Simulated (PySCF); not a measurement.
**Radial density of Si (silicon, neutral)**

LC-wPBE, [Ne] 3s2 3p1 4s1, high-spin 3P determinant (an excited configuration). All numbers are calculated (PySCF 2.14, the non-relativistic Hamiltonian (point nucleus), in aug-cc-pV(T+d)Z).

```json
{"r (bohr)": "0.00151", "4πr²ρ (e/bohr)": "0.04848", "4πr²(ρα − ρβ)": "0.0000"}
{"r (bohr)": "0.00254", "4πr²ρ (e/bohr)": "0.1331", "4πr²(ρα − ρβ)": "0.0000"}
{"r (bohr)": "0.00427", "4πr²ρ (e/bohr)": "0.3590", "4πr²(ρα − ρβ)": "0.0001"}
{"r (bohr)": "0.00718", "4πr²ρ (e/bohr)": "0.9358", "4πr²(ρα − ρβ)": "0.0003"}
{"r (bohr)": "0.0121", "4πr²ρ (e/bohr)": "2.310", "4πr²(ρα − ρβ)": "0.0007"}
{"r (bohr)": "0.0203", "4πr²ρ (e/bohr)": "5.193", "4πr²(ρα − ρβ)": "0.0015"}
{"r (bohr)": "0.0342", "4πr²ρ (e/bohr)": "10.00", "4πr²(ρα − ρβ)": "0.0031"}
{"r (bohr)": "0.0575", "4πr²ρ (e/bohr)": "14.91", "4πr²(ρα − ρβ)": "0.0057"}
{"r (bohr)": "0.0967", "4πr²ρ (e/bohr)": "14.94", "4πr²(ρα − ρβ)": "0.0128"}
{"r (bohr)": "0.163", "4πr²ρ (e/bohr)": "10.20", "4πr²(ρα − ρβ)": "0.0382"}
{"r (bohr)": "0.274", "4πr²ρ (e/bohr)": "11.51", "4πr²(ρα − ρβ)": "0.0852"}
{"r (bohr)": "0.460", "4πr²ρ (e/bohr)": "13.97", "4πr²(ρα − ρβ)": "0.0642"}
{"r (bohr)": "0.774", "4πr²ρ (e/bohr)": "6.038", "4πr²(ρα − ρβ)": "0.0040"}
{"r (bohr)": "1.30", "4πr²ρ (e/bohr)": "1.690", "4πr²(ρα − ρβ)": "0.2849"}
{"r (bohr)": "2.19", "4πr²ρ (e/bohr)": "1.414", "4πr²(ρα − ρβ)": "0.4598"}
{"r (bohr)": "3.68", "4πr²ρ (e/bohr)": "0.3593", "4πr²(ρα − ρβ)": "0.2189"}
{"r (bohr)": "6.19", "4πr²ρ (e/bohr)": "0.2453", "4πr²(ρα − ρβ)": "0.2435"}
{"r (bohr)": "10.4", "4πr²ρ (e/bohr)": "0.009701", "4πr²(ρα − ρβ)": "0.0097"}
```

The outer electron is Rydberg-like, and this basis confines it to a smaller radius and binds it less than a complete one would.
